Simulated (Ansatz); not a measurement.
Gas-phase reaction in SMILES: NC1CCC1 → NC1[CH]CC1 + H atom (the C-H bond at the site shown breaks; other sites are not compared here)
Geometries: B3LYP-D3(BJ)/def2-TZVP minima from Ansatz (a first-principles code), one conformer each, not searched for the lowest.

Wanted: bond dissociation energy (electronic energy difference), in kcal/mol. Correlated levels leave the core frozen unless marked. UHF or UKS for open shells. Spin-orbit coupling is left out. Non-relativistic. CBS marks a two-point X^-3 extrapolation of the correlation energy; Hartree-Fock from the larger set. [CCSD(T)-MP2]/basis is that difference in the basis named.

| level | program | bond dissociation energy (kcal/mol) |
|---|---|---|
| PBE-D4/def2-TZVPD | Ansatz + dftd4 | 103.8 |
| BLYP-D3(BJ)/def2-TZVPD | Ansatz + dftd3 | 104.3 |
| BLYP-D4/def2-TZVPD | Ansatz + dftd4 | 104.1 |
| BLYP/def2-TZVPD | Ansatz | 103.2 |
| revPBE-D4/def2-TZVPD | Ansatz + dftd4 | 102.9 |
| B3LYP-D3(BJ)/def2-TZVPD | Ansatz + dftd3 | 106.2 |
| PBE0-D4/def2-TZVP | Ansatz + dftd4 | 104.5 |
| PBE0/def2-TZVPD | Ansatz | 104.0 |
| HSE06-D4/def2-TZVPD | Ansatz + dftd4 | 104.4 |
| CAM-B3LYP/def2-TZVPD | Ansatz | ___ |
| LC-wPBE-D3(BJ)/def2-TZVPD | Ansatz + dftd3 | 104.8 |
| LC-wPBE-D4/def2-TZVPD | Ansatz + dftd4 | 104.8 |
| B2GP-PLYP-D3(BJ)/def2-TZVPD | Ansatz + dftd3 | ___ |
| PBE-QIDH/def2-TZVPD | Ansatz | ___ |
| SCS-MP2/6-31G | Ansatz | 100.2 |
| CCSD/STO-3G | Ansatz | 123.7 |
| RI-MP2/CBS(cc-pVTZ,cc-pVQZ)+[CCSD(T)-MP2]/cc-pVTZ | Ansatz | 110.0 |

Q: Fill in the missing entries.

A: 
- CAM-B3LYP/def2-TZVPD, bond dissociation energy (kcal/mol): 106.4
- B2GP-PLYP-D3(BJ)/def2-TZVPD, bond dissociation energy (kcal/mol): 106.8
- PBE-QIDH/def2-TZVPD, bond dissociation energy (kcal/mol): 106.0
